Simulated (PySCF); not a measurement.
C$_{4}$H$_{8}$O, charge -1, doublet, at a GFN2-xTB geometry (a state made from the parent by changing its charge; the spin is typed, not shown lowest) (in this run its highest filled SCF level lies above zero, so its values depend strongly on the basis, on diffuse functions most of all). Base run: PySCF with DF-SVWN5/def2-SV(P).

The PySCF input:
```python
from pyscf import gto, scf, dft

mol = gto.M(
    atom='''
C     1.78961599    0.60736958   -0.17748394
C     0.83687665   -0.34322829    0.59332128
C    -0.58541582   -0.38553588    0.07362693
C    -1.39502047    0.86673936    0.36964007
O    -0.89798397   -1.15020039   -0.94666593
H     2.81531475    0.56084048    0.20651815
H     1.43981338    1.63570368   -0.09572943
H     1.79655170    0.32960226   -1.22911063
H     1.25994249   -1.35235154    0.53257493
H     0.84422670   -0.03288688    1.65148385
H    -1.07546360    1.76392033   -0.20111875
H    -1.32979246    1.13260053    1.43395894
H    -2.44305919    0.69210567    0.12012437
''',
    basis='def2-sv(p)',
    charge=-1,
    spin=1,
    verbose=3,
)

mf = dft.UKS(mol)
mf.xc = 'lda,vwn'
mf = mf.density_fit(auxbasis='def2-universal-jkfit')
mf.kernel()
```

Variants of this job, named by their change:

| change | basis functions | E (Eh) | HOMO (eV) | core-seconds (rough) | outcome |
|---|---|---|---|---|---|
| base | 86 | -230.19576 | 4.31 | 10 | converged |
| basis = 3-21G | 61 | -229.09899 | 5.34 | 10 | converged |
| basis = pcseg-0 | 61 | -229.79007 | 4.59 | 9 | converged |
| basis = 6-31+G* | 106 | -230.40687 | 2.70 | 30 | converged |
| basis = pcseg-1 | 110 | -230.35337 | 3.90 | 20 | converged |
| basis = pc-1 | 110 | -230.35577 | 3.91 | 20 | converged |
| basis = cc-pVDZ | 110 | -230.38070 | 4.35 | 20 | converged |
| basis = 6-311G** | 138 | -230.45683 | 3.92 | 30 | converged |
| basis = 6-311++G** | 166 | - | - | - | not converged |
| basis = def2-SVPD | 167 | -230.25918 | 3.20 | 30 | converged |
| basis = 6-311+G(2d,p) | 183 | -230.48802 | 2.56 | 50 | converged |
| basis = aug-pcseg-1 | 187 | - | - | - | not converged |
| basis = def2-TZVPD | 260 | - | - | - | not converged |

Totals compare only among sets that treat the same electrons; sets with core potentials leave the core out.

Open shells are given as the SCF converged; they aren't shown to be the lowest states, and a large step between rows can be another state.
